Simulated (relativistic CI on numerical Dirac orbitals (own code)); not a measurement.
# Pt2+: O2,3 absorption edge

Computed with this model: Dirac-Coulomb-Breit CI, orbitals from a KLI potential per configuration, a model potential for QED, valence Slater integrals scaled by 0.9, multiplet model of core-to-valence dipole absorption; configurations [Xe] 4f14 5d8 → [Kr] 4d10 4f14 5s2 5p5 5d9; 80 K; Lorentzian 1.5 eV and Gaussian 0.3 eV FWHM. Energies are those of the free ion, without screening or charge transfer. The branching ratio is the share of the lower-energy edge in the whole absorption, uncertain by about 0.02 where the edges overlap. S is read from ⟨S²⟩ = S(S + 1).

Field parameters in Wybourne normalisation: D3d B²₀ = −7Dσ, B⁴₀ = −14Dq − 21Dτ, B⁴₃ = −14√(10/7) Dq; D4h B²₀ = −7Ds, B⁴₀ = 21(Dq − Dt), B⁴₄ = 21√(5/14) Dq; Td as Oh with Dq negative (B⁴₀ = 21Dq, B⁴₄ = √(5/14) B⁴₀). The field is a parameter set, without covalency.

free ion: ground-state S = 0.98, centroid 53.77 eV. Peaks (eV, height): 51.0 (73), 53.5 (100), 56.8 (59).

D3d, 10Dq = 30600, Dσ = -1190, Dτ = 220 cm⁻¹: ground-state S = 0.99, centroid 58.12 eV. Peaks (eV, height): 54.5 (100), 58.0 (31), 61.2 (12), 70.0 (19), 72.2 (16).

D3d, 10Dq = 21950, Dσ = 590, Dτ = -280 cm⁻¹: ground-state S = 0.99, centroid 56.90 eV. Peaks (eV, height): 53.2 (100), 57.8 (37), 59.5 (21), 69.0 (16), 71.5 (16).

Td, 10Dq = -9900 cm⁻¹: ground-state S = 0.98, centroid 54.27 eV. Peaks (eV, height): 51.8 (100), 54.0 (91), 57.2 (46).

D4h, 10Dq = 25250, Ds = 1360, Dt = 300 cm⁻¹: ground-state S = 0.99, centroid 57.20 eV. Peaks (eV, height): 53.8 (100), 58.0 (35), 60.0 (20), 69.2 (15), 71.8 (16).

D3d, 10Dq = 19200, Dσ = -60, Dτ = -210 cm⁻¹: ground-state S = 0.99, centroid 56.55 eV. Peaks (eV, height): 53.0 (100), 57.8 (38), 69.0 (15), 71.2 (16).

Strongest unbroadened transitions for D3d, 10Dq = 21950, Dσ = 590, Dτ = -280 cm⁻¹:

```tsv
Energy (eV)	Relative strength
52.73	29.5
52.77	13.7
52.93	56.1
53.29	36.0
53.30	21.2
53.41	41.7
53.59	38.9
53.79	17.5
54.47	100.0
55.81	18.6
55.88	12.4
55.89	13.5
57.74	26.3
58.15	21.6
59.54	11.5
59.72	17.6
69.02	27.6
71.40	15.8
```
